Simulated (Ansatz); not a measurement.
`C[N](C)[InH2]` → `[InH2]`• + `C[N]C`• at 298.15 K and 1 bar (homolysis of the In–N bond).

Isolated molecules relaxed with PBE0-D4/def2-TZVP in Ansatz; ΔE leaves out vibrations. CBS: MP2 limit from def2 TZ/QZ plus the TZ coupled-cluster correction, frozen cores. No spin–orbit coupling; open shells (•) take unrestricted orbitals. def2 core potentials past Kr. For In outer-core shells are correlated without core-valence functions, which leaves a few kJ/mol of doubt a bond.

| species | CCSD(T)/CBS energy (Eh) | H − E (kJ/mol) | S (J/(mol·K)) |
| --- | --- | --- | --- |
| `C[N](C)[InH2]` | -325.40049 | 265.8 | 338.3 |
| `[InH2]`• | -190.94488 | 33.8 | 234.4 |
| `C[N]C`• | -134.33941 | 217.6 | 282.2 |

H − E and S are ideal-gas, rigid-rotor, harmonic terms from PBE0-D4/def2-TZVP, with the whole ground term of open shells counted as degenerate. 1 Eh = 2625.50 kJ/mol, R = 8.31446 J/(mol·K).

By hand: ΔE, ΔH, ΔS and ΔG.

ΔE = (-190.94488) + (-134.33941) − (-325.40049) = 0.11620 Eh = 305.1 kJ/mol. Δ(H − E) = 33.8 + 217.6 − 265.8 = -14.4, so ΔH = 290.7 kJ/mol. ΔS = 234.4 + 282.2 − 338.3 = 178.3 J/(mol·K). ΔG = 290.7 − 298.15 × (178.3)/1000 = 237.5 kJ/mol.

By hand: the equilibrium constant, and the temperature at which ΔG would vanish if ΔH and ΔS stayed fixed.

log₁₀ K = −ΔG/(RT ln 10) = -41.6. ΔG = 0 at ΔH/ΔS = 1630 K.

The number of gas molecules changes by +1, which sets the sign of ΔS. A doubt of 5 kJ/mol in ΔE shifts log₁₀ K by 0.9 here. These are equilibria of isolated gas molecules and say nothing of rates. Largest T1 diagnostic: 0.018 (customary marks: 0.02 for closed shells, 0.045 for open ones).
